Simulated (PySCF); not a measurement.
Computed properties of CH5AlBrNO, SMILES C[O][Al]([NH2])[Br]

Al(Br)(OMe)(NH2) (CH5AlBrNO), SMILES C[O][Al]([NH2])[Br]. Coordinates come from a PBE0-D3(BJ)/def2-SVP optimisation. The structure was generated by enumeration; whether it is a known compound was not checked. The values are those of a single conformer. All values are computed for the isolated molecule unless a solvent is named; none is compared with measurement here.

**Structure.** The optimised structure has Cs symmetry. All 24 harmonic modes at PBE0-D3(BJ)/def2-SVP (PySCF) are real, so it is a minimum. With heavy atoms numbered as in [Al:1]([Br:2])([O:3][CH3:4])[NH2:8], the shortest bond between them is O3–C4 at 1.389 Å and the longest Al1–Br2 at 2.256 Å.

**Vibrations.** The strongest infrared lines (harmonic, unscaled, degenerate partners summed) lie at 1274 cm⁻¹ (350 km/mol, O 57 %, C 33 %), 742 cm⁻¹ (225 km/mol, Al 40 %, H 22 %, N 14 %, O 13 %, C 10 %), 383 cm⁻¹ (188 km/mol, H 81 %, N 19 %). The softest mode is at 74 cm⁻¹ and the zero-point energy is 43.5 kcal/mol.

**Electronic structure.** HF/def2-TZVP (PySCF) places the frontier levels at -11.06 and 2.48 eV, a gap of 13.54 eV, and gives a dipole moment of 1.39 D and a mean polarisability of 58.9 bohr³. PBE/def2-TZVP (PySCF) at the same geometry gives -6.17 and -1.23 eV, so its gap is 8.60 eV narrower. An orbital gap is neither the optical nor the fundamental gap.

**Excitations.** TDDFT-PBE0/def2-SVPD (PySCF) has S1 at 5.67 eV (219 nm, f = 0.019, weak); the most intense of the 10 singlets computed lies at 7.06 eV (f = 0.15). T1 (TDA) is at 5.34 eV. TDDFT-PBE/def2-SVPD (PySCF) puts S1 at 4.90 eV. No vertical singlet excitation falls in the visible range (under 3.1 eV).

**NMR.** GIAO shifts at PBE0/pcSseg-1 (PySCF) (non-relativistic, atoms alike by connectivity averaged): ¹³C at 55.4 ppm against TMS; ¹H from 0.8 to 4.2 ppm against TMS. Without spin–orbit terms, shifts of atoms bonded to Cl or Br come out too high.
